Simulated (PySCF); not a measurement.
Coordinates in bohr (charge 0 multiplicity 3):
```
Si    0.0000    0.0000   -1.7771
Br    3.6181    0.0000    0.3150
Br   -3.6181    0.0000    0.3150
```

These are results of PySCF, UPBE0, basis Si def2-TZVP, Br def2-TZVP (no relativity, density fitting), not measurements.

This geometry of SiBr₂ is a stationary point at this level.

Task: What is the point group?

Result: C2v.

Task: Is it a minimum?

Result: Yes: all harmonic wavenumbers are real.

Task: What are the dipole moment and the gap between the highest occupied and lowest empty levels of either spin?

Result: 0.51 D and 0.87 eV.

Task: Give the atomic charges and bond orders.

Result: 
| atom | Mulliken | Löwdin | polar tensor | spin (Mulliken) | Mayer order to Si1 |
| --- | --- | --- | --- | --- | --- |
| Si1 | 0.26 | -0.38 | 0.70 | 1.58 | – |
| Br2,3 | -0.13 | 0.19 | -0.35 | 0.21 | 1.23 |

Other isomers or separated fragments may lie lower. At this level a singlet minimum of C2v symmetry lies 181 kJ/mol below this structure.
